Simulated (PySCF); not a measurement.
CH₄ClNOSi₂, SMILES Cl[Si@H]1OC=N[SiH2]1. Atoms are numbered in the order given.

```xyz
10

Cl     1.9056    -0.8047    -1.0618
Si     0.7579    -0.1199     0.5307
O      0.2426     1.5029     0.1549
C     -1.0939     1.6605    -0.0988
N     -2.0154     0.7762    -0.0066
Si    -1.4812    -0.8355     0.5233
H      1.6497     0.0071     1.7244
H     -1.3065     2.7067    -0.4056
H     -1.8150    -1.8939    -0.4845
H     -2.0679    -1.1829     1.8610
```
Charge 0, spin multiplicity 1.

Geometry: PBE-D3(BJ)/def2-SVP. The structure was generated by enumeration; whether it is a known compound was not checked.

Two levels are set side by side: PBE/pcSseg-1 (PySCF) and PBE0/pcSseg-1 (PySCF). GIAO shifts against H2O (¹⁷O), HCl (³⁵Cl), NH3 (¹⁵N), TMS (²⁹Si), TMS (¹H), TMS (¹³C) at the same level; non-relativistic, no solvent, atoms listed together averaged. Without spin–orbit terms, shifts of atoms bonded to Cl or Br come out too high at both levels. Differences are taken from unrounded values.

```csv
quantity,PBE
δ(³⁵Cl) of Cl1 (ppm),58.7
δ(²⁹Si) of Si2 (ppm),19.4
δ(¹⁷O) of O3 (ppm),272.4
δ(¹³C) of C4 (ppm),168.9
δ(¹⁵N) of N5 (ppm),253.8
δ(²⁹Si) of Si6 (ppm),-44.6
δ(¹H) of H7 (ppm),6.31
δ(¹H) of H8 (ppm),7.93
"δ(¹H) of H9, H10 (ppm)",5.30
```

Problem. These are the PBE values. What does PBE0 give? (An estimate is asked for; the answer gives what the named calculation found.)

Solution. 
| quantity | PBE0 | PBE minus PBE0 |
|---|---|---|
| δ(³⁵Cl) of Cl1 (ppm) | 40.2 | 18.5 |
| δ(²⁹Si) of Si2 (ppm) | 18.2 | 1.2 |
| δ(¹⁷O) of O3 (ppm) | 251.0 | 21.5 |
| δ(¹³C) of C4 (ppm) | 172.9 | -4.1 |
| δ(¹⁵N) of N5 (ppm) | 254.7 | -0.9 |
| δ(²⁹Si) of Si6 (ppm) | -41.9 | -2.7 |
| δ(¹H) of H7 (ppm) | 6.11 | 0.21 |
| δ(¹H) of H8 (ppm) | 7.95 | -0.01 |
| δ(¹H) of H9, H10 (ppm) | 5.20 | 0.10 |

Rough cost on one machine, each run with all the roots and properties that it gave: PBE0 against PBE within a factor of 2.
